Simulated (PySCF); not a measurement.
C4H4BNO, SMILES C#C[C@@H]1N=CB1O.

Coordinates come from a PBE0-D3(BJ)/def2-SVP optimisation. The structure was generated by enumeration; whether it is a known compound was not checked. The values are those of a single conformer.

Level of theory: M06-2X/def2-TZVP in PySCF.

The molecule is in vacuum.

Computed frontier levels, gap, dipole moment and polarisability:
```yaml
highest_occupied_level: -8.54 eV
lowest_empty_level: -0.59 eV
orbital_gap: 7.95 eV
dipole_moment: 2.25 D
quadrupole, principal values (traceless, Buckingham form, about the centre of nuclear charge): -8.33, -0.55, 8.88 D·Å
mean_static_polarisability: 64.5 bohr³ (9.56 Å³)
polarisability_principal_values: 46.4, 58.6, 88.5 bohr³
```
